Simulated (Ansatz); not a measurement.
Scan of H2N (anion, charge -1), singlet: symmetric bend, bond length relaxed. Scanned: H-N-H angle. Other coordinates (N-H bond length) were minimised at B3LYP/def2-TZVP.

The free coordinates were minimised at B3LYP/def2-TZVP in PySCF; the energy column is CCSD(T) on RHF/aug-cc-pVQZ, frozen core run with Ansatz (a first-principles code), in kcal/mol.

```
a / °  N-H bond length / Å     E
-----  -------------------  ----
180                  0.978  32.2
167                  0.981  29.9
157                  0.987  25.5
147                  0.995  19.5
137                  1.005  13.1
127                  1.013   7.2
117                  1.022   2.6
107                  1.030   0.0
97                   1.038   0.0
87                   1.048   3.0
77                   1.059   9.4
67                   1.073  19.2
60                   1.087  28.4
```
